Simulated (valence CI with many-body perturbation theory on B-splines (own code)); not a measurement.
Results of a calculation; reference values are marked as such.
# A CI+MBPT run for Tc28+

Level of theory: relativistic CI+MBPT: five valence electrons over a frozen Dirac-Fock core [Ne], a basis of 6 s, 6 p, 5 d, 3 f, 1 g functions for each j, with the one-electron correlation potential Σ1 (screened to all orders), the two-electron term Σ2, the three-electron term Σ3, Breit, model QED; selected single and double excitations, second order for the rest, scaled by the run's own slope (own B-spline code, finite nucleus).

Command, and the settings that its task file holds:

```sh
python run_cv.py task.json out
```

```
atom Tc  Z=43  mass_number=97  rms_radius_fm=4.4112
core [Ne]
valence 3s2 3p3
avg = 1
basis = S
breit = 1
cap = 10000
capref = 1200
cscale = 1
de = 0.0
dress = 0
eps = 2e-08
extrap = 1
h = 0.27
hh = 1
l2 = 3
lcore = 6
maxit = 60
n2 = 5
natural = 1
nlev = 21
nno = [3, 3, 3, 2, 1]
nroot = 26
nsp = [3, 3, 2, 1, 0]
pt2 = 1
qed = 1
rpa = 1
s1 = 1
s2 = -1
s3 = 1
screen = 1
tol = 2e-05
whole = 1
```

It took 22 s on 1 thread of Arm Neoverse V1, on a shared host.

Log. The first blocks belong to the next ion, which gives the ionisation energy. Fields: 2J, parity (1 odd), roots, reference size, generating configurations, candidates as configurations/state functions, variational space P, stored matrix elements, Davidson steps; e2 is the range of second-order energies in hartree. The first line gives the box (bohr), its intervals, the orbitals and the steps of their self-consistent field. Window is the range of levels sought, series limit the energy at which the first omitted orbital would enter, core excitation an estimate of the first excitation out of the core, left out the lowest levels not solved, and shifts from estimates the range by which levels moved from their first estimate, all in cm⁻¹.

```
rmax 2.9 intervals 57 orbitals 36 references ['3s2 3p3', '3s 3p4', '3s2 3p2 3d', '3p5', '3s 3p3 3d'] scf 5 t 0.8
2J=0 par=0 roots 2 ref 24 generators 8 cand 710/976 P 730/1000 nnz 0 it 0
2J=0 par=0 roots 2 ref 24 generators 14 cand 1608/2610 P 2338/3610 nnz 9.8e+05 it 5
   second order: generators 19 cand 3906/7463 e2 -0.00002 -0.00002
reference levels 559, estimated 53, window 1255415 1/cm; series limit 8567687, core excitation 20057309
2J=3 par=1 roots 4 ref 66 generators 17 cand 282/975 P 933/3531 nnz 1.5e+06 it 4
2J=3 par=1 roots 4 ref 66 generators 28 cand 1047/6420 P 1980/9951 nnz 9.5e+06 it 9
   second order: generators 39 cand 12450/160696 e2 -0.00611 -0.00056
2J=5 par=1 roots 2 ref 65 generators 12 cand 253/968 P 781/3509 nnz 1.7e+06 it 5
2J=5 par=1 roots 2 ref 65 generators 22 cand 999/6485 P 1780/9994 nnz 9.6e+06 it 10
   second order: generators 30 cand 12192/184602 e2 -0.00641 -0.00131
2J=1 par=1 roots 2 ref 41 generators 13 cand 272/962 P 1072/3426 nnz 1.3e+06 it 5
2J=1 par=1 roots 2 ref 41 generators 21 cand 1607/6535 P 2679/9961 nnz 7.6e+06 it 9
   second order: generators 29 cand 10665/86016 e2 -0.00140 -0.00043
2J=5 par=0 roots 7 ref 74 generators 18 cand 246/1024 P 887/3593 nnz 1.6e+06 it 7
2J=5 par=0 roots 7 ref 74 generators 27 cand 970/6401 P 1857/9994 nnz 8.8e+06 it 9
   second order: generators 45 cand 14429/213858 e2 -0.00600 -0.00326
2J=3 par=0 roots 8 ref 71 generators 17 cand 230/956 P 923/3483 nnz 1.4e+06 it 8
2J=3 par=0 roots 8 ref 71 generators 28 cand 1074/6449 P 1997/9932 nnz 8.4e+06 it 10
   second order: generators 43 cand 13498/157970 e2 -0.00482 -0.00323
2J=1 par=0 roots 6 ref 44 generators 21 cand 260/990 P 1224/3531 nnz 1.3e+06 it 11
2J=1 par=0 roots 6 ref 44 generators 24 cand 1626/6460 P 2850/9991 nnz 7.2e+06 it 10
   second order: generators 38 cand 11987/89185 e2 -0.00178 -0.00065
2J=7 par=0 roots 4 ref 54 generators 14 cand 189/991 P 884/3480 nnz 1.6e+06 it 5
2J=7 par=0 roots 4 ref 54 generators 24 cand 802/6486 P 1686/9966 nnz 9.9e+06 it 8
   second order: generators 38 cand 13384/214369 e2 -0.00376 -0.00344
2J=9 par=0 roots 2 ref 34 generators 10 cand 165/982 P 1020/3635 nnz 1.6e+06 it 5
2J=9 par=0 roots 2 ref 34 generators 20 cand 827/6071 P 1847/9706 nnz 9.3e+06 it 6
   second order: generators 28 cand 10309/158208 e2 -0.00230 -0.00219
left out: unestimated 1832449, estimated 1432092, shifts from estimates 0 to 103
operators 0.5
```

The Davidson iterations converged. The settings are bad on purpose, so the numbers may not be properties of the ion.

The last digits are not significant, and no measured levels were compared; by estimate large intervals hold to a few tenths of a per cent, small ones and those within an open d or f shell to about a per cent. Among the levels kept, up to 1200 cm⁻¹ of a level comes from second order outside the variational space, and about a tenth of that is noise between levels of different J, which matters for small intervals.

```yaml
Valence_energy: -316.9432 hartree
Ionisation_energy: "1546.5 eV (NIST: 1559 ± 6 eV (semi-empirical))"
Reference_configurations_for_the_orbitals: 3s2 3p3, 3s 3p4, 3s2 3p2 3d, 3p5, 3s 3p3 3d
Radial_orbitals: 36
Box_radius: 2.906 bohr
Largest_variational_space: 9994
Lowest_levels: (3s^2 3p1/2^2 3p3/2) J=3/2 0, (3s^2 3p1/2 3p3/2^2) J=3/2 176250, (3s^2 3p1/2 3p3/2^2) J=5/2 222790, (3s^2 3p1/2 3p3/2^2) J=1/2 282730, (3s^2 3p3/2^3) J=3/2 458550, (3s 3p1/2^2 3p3/2^2) J=5/2 762110, (3s 3p1/2^2 3p3/2^2) J=3/2 846910, (3s 3p1/2^2 3p3/2^2) J=1/2 879410, (3s^2 3p1/2^2 3d3/2) J=3/2 930150, (3s^2 3p1/2^2 3d5/2) J=5/2 994310, (3s 3p1/2 3p3/2^3) J=3/2 998450, (3s 3p1/2 3p3/2^3) J=5/2 1033100, (3s^2 3p1/2 3p3/2 3d3/2) J=3/2 [a] 1057800, (3s^2 3p1/2 3p3/2 3d3/2) J=1/2 [a] 1067500 cm⁻¹
```

Levels are named by their leading jj configuration (3d3/2^4 stands for four electrons in 3d with j = 3/2), which in mixed levels can hold well under half, so a name can repeat and another be missing. Letters in brackets count levels of one name in rising energy.
